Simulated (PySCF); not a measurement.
**Relaxing a trial structure of BFSi2**

The starting geometry of this gas-phase triplet was optimised with GFN2-xTB.

```xyz
4

B    -1.6405    1.1354   -1.5749
F    -2.8783    0.9519   -1.0816
Si    0.0055    0.3176   -1.7400
Si    2.0852   -0.2820   -1.9976
```

Problem. Predict what becomes of its bonds when it is optimised with B3LYP-D3(BJ)/def2-SVP.

Solution. A new bond forms, giving a structure given below by its coordinates. Contacts that close: B1–Si4 (4.01 → 1.98 Å).

The energy falls by 1.84 eV over 44 steps:

| step | E − E(last) (eV) |
| --- | --- |
| 1 | 1.845 |
| 6 | 1.588 |
| 11 | 1.551 |
| 15 | 1.507 |
| 20 | 1.294 |
| 25 | 0.790 |
| 30 | 0.238 |
| 34 | 0.175 |
| 39 | 0.009 |
| 44 | 0.000 |

Final geometry (Å):

```xyz
4

B    -1.0060    0.6682   -1.6778
F    -2.1735    1.2689   -1.7203
Si    0.1223   -0.6356   -0.7015
Si    0.7651    0.4808   -2.5462
```

The end wasn't checked by frequencies. Open shells are spin-unrestricted. The triplet needn't be the ground state. Run with PySCF 2.14.0, 4 min on 2 threads of Arm Neoverse V1 (shared host).
